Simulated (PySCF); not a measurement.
# Ionisation energy of Ru²⁰⁺ by level of theory

Ru²⁰⁺ [Ar] 3d6 [3d3/2^4 3d5/2^2, M_J = 4] → Ru²¹⁺ [Ar] 3d5 [3d3/2^4 3d5/2^1, M_J = 5/2], as a difference of total energies. All numbers are calculated (PySCF 2.14, the two-component X2C-1e Hamiltonian, in an uncontracted even-tempered set (17 s from 2.3 bohr⁻², ratio 2.8; 12 p from 2.9 bohr⁻², ratio 2.8; 8 d from 2.9 bohr⁻², ratio 2.8; 4 f from 12 bohr⁻², ratio 3)). Correlated levels: [Ne] frozen; the 76 highest virtual spinors dropped. "Screened" scales the spin-orbit matrix elements by Boettger's factors to mimic the two-electron term; Breit and QED terms are absent.

```tsv
method	ionisation energy (eV)
GHF (spin-free)	903.46
GMP2 (spin-free)	904.61
GHF (screened spin-orbit)	905.38
GMP2 (screened spin-orbit)	906.51
```

Q: How much does correlation contribute at GMP2 (screened spin-orbit)?

A: 906.51 − (905.38) = 1.13 eV, measured against GHF (screened spin-orbit).

Breit and QED terms and the two-electron picture change are absent.

The spin-free rows relax to the high-spin LS determinant and lack the spin-orbit shift.

The labels give the starting determinants; with spin-orbit coupling the two ends relaxed to ⟨J²⟩ = 20.02, ⟨L²⟩ = 6.64, ⟨S²⟩ = 5.61 and ⟨J²⟩ = 8.75, ⟨L²⟩ = 0.18, ⟨S²⟩ = 8.35.

For comparison: 905 ± 4 eV (theoretical estimate listed by NIST; NIST Atomic Spectra Database, ionization energies).
